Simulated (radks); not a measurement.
Task: All-electron atom: Tl in [Hg] 7s1 (not the ground configuration). All-electron calculation, scalar-relativistic Kohn-Sham, PBE, spin-polarised, spherical densities, finite nucleus; open shells are filled with parallel spins first (spin-orbit coupling, left out, can overturn this in heavy ions); Fermi nuclear charge, rms radius 5.4759 fm. Program: a radial shooting solver on a logarithmic mesh with Libxc functionals. Some entries of the table are withheld. Estimate them.

| orbital | occ. | eigenvalue (hartree) | <1/r> (bohr^-1) |
|---|---|---|---|
| 1s up | 1 | -3145.149 | 99.38 |
| 1s down | 1 | -3145.149 | 99.38 |
| 2s up | 1 | -560.1321 | 23.33 |
| 2s down | 1 | -560.1321 | 23.33 |
| 2p up | 3 | -481.9661 | 20.59 |
| 2p down | 3 | -481.9660 | 20.59 |
| 3s up | 1 | -133.7910 | 8.650 |
| 3s down | 1 | -133.7910 | 8.650 |
| 3p up | 3 | -111.2801 | 7.850 |
| 3p down | 3 | -111.2800 | 7.850 |
| 3d up | 5 | -87.90766 | 7.374 |
| 3d down | 5 | -87.90763 | 7.374 |
| 4s up | 1 | -29.94983 | 3.719 |
| 4s down | 1 | -29.94978 | 3.719 |
| 4p up | 3 | -22.56738 | 3.349 |
| 4p down | 3 | -22.56731 | 3.349 |
| 4d up | 5 | -13.89898 | 3.008 |
| 4d down | 5 | -13.89891 | 3.008 |
| 5s up | 1 | -4.92697 | 1.550 |
| 5s down | 1 | -4.92686 | 1.550 |
| 4f up | 7 | (1) | (2) |
| 4f down | 7 | (3) | (4) |
| 5p up | 3 | -2.91385 | 1.321 |
| 5p down | 3 | -2.91367 | 1.321 |
| 5d up | 5 | (5) | 0.9509 |
| 5d down | 5 | (6) | 0.9513 |
| 6s up | 1 | -0.45186 | 0.5302 |
| 6s down | 1 | -0.45012 | 0.5301 |
| 7s up | 1 | -0.06666 | 0.1624 |

Result: 
(1) 4f up eigenvalue (hartree): -4.30726
(2) 4f up <1/r> (bohr^-1): 2.605
(3) 4f down eigenvalue (hartree): -4.30718
(4) 4f down <1/r> (bohr^-1): 2.605
(5) 5d up eigenvalue (hartree): -0.68616
(6) 5d down eigenvalue (hartree): -0.68549
